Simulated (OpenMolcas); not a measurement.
Potential curves of TaN: spin-free states

Calculated with OpenMolcas 26.06: state-averaged CASSCF(8,9) over Ta 6s 5d, N 2p, XMS-CASPT2 (IPEA 0.25, imaginary shift 0.2 hartree), scalar X2C, ANO-RCC-VDZP, then RASSI spin–orbit state interaction with atomic mean-field integrals. C2 symmetry about the axis (a holds Σ, Δ, Γ; b holds Π, Φ, H; Σ⁺ and Σ⁻ are not told apart); roots by multiplicity and irrep: 3a 3, 1a 3, 3b 4, 1b 2.

XMS-CASPT2 energies in eV from the lowest point. Curves are followed by energy order within each symmetry, so they are adiabatic and may change character at avoided crossings; Σ⁺ and Σ⁻ are counted together.

```csv
R (Å),(1)1Σ,(1)3Δ,(1)1Δ,(1)3Σ,(1)1Φ
1.498,1.423,1.943,2.855,3.904,6.212
1.565,0.535,1.078,2.050,3.049,4.706
1.615,0.168,0.710,1.750,2.686,3.921
1.665,0.002,0.540,1.607,2.507,3.371
1.723,0.000,0.535,1.645,2.474,2.969
1.782,0.160,0.672,1.833,2.572,2.765
1.865,0.574,1.049,2.301,2.848,2.728
1.998,1.485,1.890,3.183,3.417,3.048
2.248,3.369,3.614,4.556,4.466,4.088
```

(1) With masses 180.948 and 14.003 u, fit the curves (1)1Σ, (1)3Σ, (1)1Φ near their minima.

The 5 lowest clean curves are shown; the next is (1)3Π, from 2.74 eV. Only roots inside an energy window near the equilibrium distance were included, so the list of states is not complete; labels number the states computed. Each spin and symmetry block has orbitals of its own, averaged over its own roots, so gaps between blocks are less sure than gaps within one and near the minimum can be off by tenths of an eV, in bad cases by more. No Rydberg orbitals are active, so Rydberg states, and σ→σ* states whose orbital the CASSCF left unused, can be missing between those listed. CASPT2 splits the two components of degenerate states numerically, here by up to 3 cm⁻¹. For d and f metals this valence active space lacks a second d shell: the order of states is not reliable within half an eV or more, and the lowest computed state need not be the true ground state.

Answers

(1) At XMS-CASPT2, Te from the lowest curve (the fit fixes ωe to a per cent or two; the method's Re and ωe can be off by some per cent):

```tsv
curve	Te (cm⁻¹)	Re (Å)	ωe (cm⁻¹)
(1)1Σ	0	1.694	1066.6
(1)3Σ	20080	1.706	954.0
(1)1Φ	22060	1.835	838.6
```
